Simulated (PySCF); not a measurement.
Species: C5H12OSi2.
SMILES with atom numbers: `[CH2:1]=[C:2]([CH3:3])[Si@H:4]1[CH2:5][CH2:6][SiH2:7][O:8]1` (hydrogens: H9, H10 on C1; H11, H12, H13 on C3; H14 on Si4; H15, H16 on C5; H17, H18 on C6; H19, H20 on Si7)

Structure used (PBE0-D3(BJ)/def2-SVP), in Å, numbered top down from 1:
```xyz
20
C5H12OSi2 angstrom
C      2.003   -0.567    1.486
C      1.703    0.252    0.469
C      2.731    0.763   -0.500
Si    -0.082    0.758    0.232
C     -0.900   -0.010   -1.300
C     -2.373   -0.300   -0.933
Si    -2.389   -0.762    0.905
O     -1.043    0.091    1.440
H      3.030   -0.910    1.662
H      1.234   -0.919    2.181
H      2.769    1.866   -0.497
H      3.738    0.388   -0.262
H      2.493    0.464   -1.535
H     -0.204    2.250    0.246
H     -0.810    0.607   -2.209
H     -0.366   -0.954   -1.507
H     -2.982    0.613   -1.051
H     -2.827   -1.064   -1.584
H     -3.614   -0.315    1.630
H     -2.196   -2.224    1.146
```

Computed with PySCF at PBE0/pcSseg-1, non-relativistic, on one gas-phase PBE0-D3(BJ)/def2-SVP geometry that isn't relaxed in the solvent. The solvent is an IEF-PCM continuum (van der Waals radii × 1.2). The model holds no explicit solvent molecules, cavitation or dispersion.

| run | E − E(gas) (kcal/mol) | HOMO (eV) | HOMO–LUMO gap (eV) | dipole (D) |
| --- | --- | --- | --- | --- |
| gas | 0.00 | -7.42 | 7.32 | 1.84 |
| P | -2.09 | -7.39 | 7.31 | 2.33 |
| Q | -2.54 | -7.40 | 7.31 | 2.45 |

The runs were made in chloroform and dichloromethane. Which run belongs to which solvent?

P = chloroform, Q = dichloromethane. The dielectric constants are 4.711 (chloroform), 8.93 (dichloromethane), and the energy falls further as ε rises. In this model the ground state sees the solvent through ε alone.

How constant is the ratio of the lowering to (ε − 1)/(2ε + 1)?

```tsv
solvent	(ε − 1)/(2ε + 1)	E − E(gas) (kcal/mol)	ratio (kcal/mol)	polarisation term (kcal/mol)
chloroform	0.356	-2.09	-5.9	-2.30
dichloromethane	0.420	-2.54	-6.0	-2.86
```

The ratio changes by +2.9 % in size from chloroform to dichloromethane. The polarisation term is half the interaction of the solute with the induced surface charges.

Time: 39 s; peak memory 1.2 GiB. Hardware: an Arm Neoverse V2 with one thread (shared host). This is the whole shielding run at PBE0/pcSseg-1 in dichloromethane, SCF included.
